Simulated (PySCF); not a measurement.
**LiSb⁺: energy against distance**

Set-up: PySCF, scalar-relativistic core potentials, basis sets Li def2-SVP, Sb def2-SVP with ECP28. Energies in eV from Li⁺ + Sb in their ground configurations at the same level. State: ⁴Σ⁻ (quartet), unpaired electrons σ ↑, π ↑↑.

All columns are PBE0. A positive dipole points towards Sb; it is taken about the centre of mass and depends on that origin.

```tsv
R (Å)	E (eV)	μ (D)	Mulliken charge on Li (basis-dependent)	HOMO (eV)	LUMO (eV)	Mayer bond order	⟨S²⟩
2.553	-0.321	-8.37	0.79	-11.76	-8.75	0.38	3.75
2.672	-0.396	-8.93	0.79	-11.61	-8.64	0.37	3.75
2.791	-0.436	-9.50	0.80	-11.46	-8.53	0.36	3.75
2.880	-0.449	-9.93	0.80	-11.36	-8.43	0.35	3.75
2.969	-0.453	-10.37	0.80	-11.26	-8.33	0.34	3.75
3.058	-0.448	-10.81	0.81	-11.16	-8.23	0.33	3.75
3.177	-0.434	-11.40	0.82	-11.03	-8.09	0.32	3.75
3.325	-0.408	-12.16	0.83	-10.87	-7.92	0.30	3.75
3.503	-0.369	-13.09	0.85	-10.69	-7.70	0.27	3.75
3.741	-0.312	-14.36	0.87	-10.46	-7.42	0.23	3.75
```

A fit through these points gives, at Re = 2.957 Å, μ = -10.31 D and dμ/dR = -4.92 D/Å; the reduced mass is 6.631 u.

How strong is the fundamental in the double-harmonic approximation, I = 42.26·(dμ/dR)²/μred km/mol?

I = 42.26·(-4.92)²/6.631 = 154 km/mol at PBE0.

These are scalar-relativistic numbers at best; spin–orbit coupling would shift them, the dissociation energy most. For an ion De counts to the pair picked by the measured ionisation energies or electron affinities, which need not be the lowest pair at this level. The state was picked by a PBE0 search and need not be the measured ground state.
